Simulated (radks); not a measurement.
Tm, configuration [Xe] 4f13 6s1 5d1 (not the ground configuration). Calculated with a radial shooting solver on a logarithmic mesh with Libxc functionals: scalar-relativistic Kohn-Sham, RPBE, spin-polarised, spherical densities, point nucleus; open shells are filled with parallel spins first (spin-orbit coupling, left out, can overturn this in heavy ions).

Normalised radial functions P(r) = r R(r), r in bohr:

r         5s down    5p up  4f down
0.001934   0.0834   0.0036   0.0000
0.002685   0.1042   0.0063   0.0000
0.003697   0.1263   0.0108   0.0000
0.005132   0.1482   0.0185   0.0000
0.007068   0.1639   0.0310   0.0000
0.009811   0.1656   0.0514   0.0000
0.01362    0.1406   0.0822   0.0002
0.01876    0.0782   0.1236   0.0005
0.02604   -0.0294   0.1732   0.0016
0.03614   -0.1618   0.2133   0.0049
0.04978   -0.2559   0.2102   0.0142
0.0691    -0.2217   0.1201   0.0391
0.09592    0.0021  -0.0700   0.0990
0.1321     0.2934  -0.2674   0.2198
0.1834     0.3541  -0.2852   0.4348
0.2525    -0.0207   0.0024   0.7213
0.3506    -0.5052   0.3944   1.0037
0.4866    -0.4023   0.4014   1.1323
0.6702     0.3269  -0.1092   1.0400
0.9303     0.9772  -0.7255   0.7959
1.291      0.9818  -0.9414   0.5246
1.779      0.5643  -0.7191   0.3070
2.469      0.1860  -0.3535   0.1573
3.427      0.0337  -0.1111   0.0753
4.72       0.0030  -0.0211   0.0321
6.552      0.0001  -0.0018   0.0106
9.023      0.0000  -0.0001   0.0028
12.53      0.0000  0.0000   0.0005
17.39      0.0000  0.0000   0.0001

5s down: eigenvalue -52.423 eV, 4 radial nodes at r = 0.0241, 0.0957, 0.249, 0.590 bohr, <r> = 1.23 bohr, 90 % of the charge inside 1.78 bohr. 5p up: eigenvalue -26.610 eV, 3 radial nodes at r = 0.0862, 0.252, 0.635 bohr, <r> = 1.48 bohr, 90 % of the charge inside 2.19 bohr. 4f down: eigenvalue -2.086 eV, 0 radial nodes, <r> = 0.815 bohr, 90 % of the charge inside 1.43 bohr.

Empty levels of this run are not shown, since the potential may be unsettled where no density lies.
